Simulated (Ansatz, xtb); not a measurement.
## C4H5GeNSe: which of two isomers lies lower

We compare a, `CC#[C][GeH2][Se]C#N`, a singlet, with b, `N#CC1=[C]([GeH3])C[Se]1`, a singlet. Both are isolated molecules in the gas phase, relaxed with B3LYP-D3(BJ)/def2-SVP; the shapes shown needn't be the lowest conformers.

a (Å):

```xyz
12

C    -2.5779    1.8806    1.2304
C    -1.3491    1.2467    1.6817
C    -0.3202    0.7122    2.0563
C     1.3930   -1.0643   -0.5210
Ge    1.2776   -0.1771    2.4955
N     0.5964   -1.5726   -1.2005
Se    2.6770   -0.2509    0.5217
H    -3.4352    1.5640    1.8464
H    -2.5027    2.9786    1.2876
H    -2.7923    1.6069    0.1845
H     2.1385    0.6091    3.4967
H     1.0127   -1.6195    2.9464
```

b (Å):

```csv
atom,x (Å),y (Å),z (Å)
C,-2.5224,1.3677,-0.8699
C,-1.6106,1.0922,-1.9187
C,-0.2545,1.0971,-1.9800
C,-0.0138,0.7038,-3.4158
Ge,1.0470,1.5062,-0.5832
N,-3.2925,1.5881,-0.0275
Se,-1.9970,0.5801,-3.7460
H,0.2819,1.8509,0.7031
H,1.9563,0.2799,-0.3678
H,1.9179,2.6946,-1.0372
H,0.4563,1.4748,-4.0443
H,0.4846,-0.2660,-3.5627
```

Quicker runs give these differences E(b) − E(a): GFN2-xTB +40.0 kJ/mol; HF/STO-3G +54.4 kJ/mol (at GFN2-xTB geometries); r2SCAN-D4/def2-SVP +23.5 kJ/mol (at GFN2-xTB geometries).

Estimate E(b) − E(a) at the level CCSD(T)/def2-SVP + ΔMP2/def2-TZVPP.

Calculated at CCSD(T)/def2-SVP + ΔMP2/def2-TZVPP: E(b) − E(a) = +42.5 kJ/mol, so structure a lies lower.

How the difference moves with the method:

```csv
level,geometry,E(b) − E(a) (kJ/mol),departure from the last row (kJ/mol),"job, with rough time for the two"
GFN2-xTB,GFN2-xTB,+40.0,−2.5,"optimisation, 0.17 s"
HF/STO-3G,GFN2-xTB,+54.4,+11.9,"single point, 0.74 s"
r2SCAN-D4/def2-SVP,GFN2-xTB,+23.5,−19.0,"single point, 5.4 s"
B3LYP-D3(BJ)/def2-SVP,B3LYP-D3(BJ)/def2-SVP,+30.4,−12.1,"optimisation, 3 min"
HF/def2-SVP,B3LYP-D3(BJ)/def2-SVP,+78.0,+35.5,part of the CCSD(T) run
MP2/def2-SVP,B3LYP-D3(BJ)/def2-SVP,+38.3,−4.2,part of the CCSD(T) run
CCSD(T)/def2-SVP,B3LYP-D3(BJ)/def2-SVP,+37.7,−4.8,single point
CCSD(T)/def2-SVP + ΔMP2/def2-TZVPP,B3LYP-D3(BJ)/def2-SVP,+42.5,,"single point, 2.7 min"
```

As drawn, b has 1 C–C, 1 C=C, 1 C–Se, 1 Ge–H in place of 1 C≡C, 1 Ge–Se, 1 C–H. Structure a has no ring, b a 4-membered ring.

None of the levels shown reverses the order. The largest departure from CCSD(T)/def2-SVP + ΔMP2/def2-TZVPP is that of HF/def2-SVP, 35.5 kJ/mol. The last row adds to CCSD(T) the change of the MP2 difference between the two basis sets, here +4.8 kJ/mol.

With thermal terms from frequencies at re-optimised GFN2-xTB minima (ideal gas, soft modes damped towards free rotors, one conformer each, 298.15 K, 1 atm): the zero-point term adds −2.6 kJ/mol; ΔH is +35.6 and ΔG +45.5 kJ/mol.

The correlated steps freeze 23 core orbitals; the filled d shell of Ge and Se is correlated, in a basis made for valence electrons. Codes used: Ansatz 0.2.0, xtb 6.7.1; the last row on 4 threads of Arm Neoverse V2 on a shared host.
